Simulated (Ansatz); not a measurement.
Basis-set extrapolation for C2H7BO3, SMILES `CCOB(O)O` (PBE0-D4/def2-TZVP geometry, frozen core, Ansatz). Multiplicity 1, RHF reference.

```tsv
	def2-TZVPP	def2-QZVPP
HF	-329.399205	-329.415034
MP2 correlation	-1.154869	-1.242030
CCSD(T) correlation	-1.230678	not run
```

Energies in hartree. Use E(X) = E(∞) + A·exp(−7.88·√X) for Hartree–Fock and E(X) = E(∞) + B·X^(−2.97) for correlation, with X = 3 and 4, and add CCSD(T) minus MP2 of the smaller set to the MP2 limit.

Task: What is the CCSD(T) energy at the basis-set limit?

Result: HF limit: -329.415034 + (-0.015829) × 0.13774 = -329.41721. MP2 limit: -1.242030 + (-0.087161) × 0.74074 = -1.30659. Higher-order term: -1.230678 − (-1.154869) = -0.07581. Total: -330.79961 hartree, 445.6 kJ/mol below CCSD(T)/def2-TZVPP.
